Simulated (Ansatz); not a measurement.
**Question.** Name a neutral molecule of C, Ge and H with LUMO energy (B3LYP/def2-TZVPP) between 0.15 and 0.45 eV and size of the dipole moment (PBE/def2-TZVPP) between 0.65 and 0.95 D (Ansatz, PBE0-D4/def2-TZVP geometry).

**Answer.** `C#[C][GeH]([CH3])[CH3]` (0.21 eV, 0.89 D); `[CH3][GeH2][GeH3]` (0.18 eV, 0.86 D). Other molecules can fit too; these were computed, each in one conformer that needn't be the lowest.

B3LYP here is the variant with VWN-RPA as its local correlation; programs differ in this.
